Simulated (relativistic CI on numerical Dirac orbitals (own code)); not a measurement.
## Pd2+: resonant inelastic scattering at the L2,3 edge

Computed with this model: Dirac-Coulomb-Breit CI, orbitals from a KLI potential per configuration, model QED (radiative potential, 1s self-energy scaled to tabulated hydrogen-like ionisation energies), valence Slater integrals scaled by 0.8, Kramers-Heisenberg scattering through one core-hole configuration in a parametric crystal field; configurations [Kr] 4d8 → [He] 2s2 2p5 3s2 3p6 3d10 4s2 4p6 4d9; 300 K; core-hole width 0.96 eV; summed over polarisations. Incident energies are the highest absorption maxima for each field (at most a few, so the weaker spin-orbit partner edge can be absent), on the computed scale of the free ion. Intensities are in per cent of the strongest line above 0.02 eV; levels within 1 cm⁻¹ are merged; final levels count from the ground level, the first row holds all elastic scattering, lines under 0.4 are left out and each table stops after 24 rows. The scale of the Slater integrals is a model choice and moves the terms in proportion.

Field parameters in Wybourne normalisation: D3d B²₀ = −7Dσ, B⁴₀ = −14Dq − 21Dτ, B⁴₃ = −14√(10/7) Dq; D4h B²₀ = −7Ds, B⁴₀ = 21(Dq − Dt), B⁴₄ = 21√(5/14) Dq. The field is a parameter set, without covalency.

S is read from ⟨S²⟩ = S(S + 1).

D3d, 10Dq = 16600, Dσ = -1090, Dτ = 330 cm⁻¹:

```
Final level (eV)  Degeneracy  Irrep     S  3176.2 eV  3333.6 eV
           0.000           1     A1  1.00      375.0       48.1
           0.003           2      E  1.00       36.0        5.6
           1.420           2      E  0.13       39.5       19.5
           2.193           2      E  0.99       84.8       15.8
           2.222           2      E  0.97       67.5       14.9
           2.254           1     A2  1.00       33.9        9.9
           2.312           1     A1  0.99       55.5       17.5
           2.338           2      E  0.99      100.0       25.9
           2.392           1     A2  1.00       37.4        7.3
           2.543           1     A1  0.27       15.4        9.8
           3.064           1     A1  0.94       16.9       15.3
           3.068           2      E  0.99       19.3       23.3
           3.314           2      E  0.97       47.1       13.2
           3.315           1     A2  0.99        5.9       14.7
           3.347           2      E  0.98       52.0       18.9
           3.357           1     A1  0.95       14.5       19.7
           3.661           2      E  0.15       14.9       15.1
           3.852           1     A1  0.09        6.7        7.6
           4.140           2      E  0.05       12.0       29.0
           4.221           1     A2  0.07        4.5       12.6
           4.840           1     A1  0.98        1.6        1.5
           4.850           1     A2  0.98        1.7        2.1
           4.893           2      E  0.99        4.8        2.2
           4.974           2      E  0.97        5.2        1.4
```

D4h, 10Dq = 16550, Ds = 2540, Dt = 160 cm⁻¹:

```tsv
Final level (eV)	Degeneracy	Irrep	S	3175.3 eV	3176.6 eV	3334.1 eV
0.000	1	B2	1.00	184.8	209.2	29.3
0.001	2	E	1.00	21.4	3.5	0.5
0.577	1	A1	0.10	16.0	7.1	1.9
1.374	1	B1	0.32	17.3	26.8	4.5
1.517	1	A1	1.00	56.5	4.5	0.3
1.586	1	A2	0.99	36.4	6.3	1.2
1.628	2	E	0.99	100.0	12.9	1.9
1.850	2	E	1.00	26.7	4.5	4.2
1.851	1	B2	1.00	31.5	10.1	2.6
1.880	1	A1	0.96	9.4	0.8	2.4
1.905	1	B1	0.91	18.9	6.5	1.5
2.074	2	E	1.00	12.6	97.4	25.8
2.091	1	B1	0.95	4.4	29.3	9.0
2.615	1	A2	0.07	5.3	3.9	2.9
3.071	2	E	0.20	12.2	4.6	2.2
3.111	1	A1	0.66	1.5	10.3	0.8
3.374	1	A2	0.99	0.7	3.2	8.1
3.394	1	B2	0.91	2.8	20.7	6.5
3.416	2	E	0.94	4.4	21.5	12.5
3.445	1	B1	0.99	3.2	23.7	3.8
3.491	1	B2	0.33	2.3	13.3	2.3
3.605	1	A1	0.59	1.5	9.1	22.5
4.425	1	B1	1.00	3.3	16.6	2.5
4.449	2	E	0.92	5.8	20.1	7.9
```

For the first field the strongest loss at the lowest incident energy is the level at 2.34 eV (S = 0.99, against 1.00 in the thermal ground state). Levels of other spin, the first over 8 % at 1.42 eV, appear because spin-orbit coupling of the core hole, and in heavier ions of the valence shell too, mixes spins.
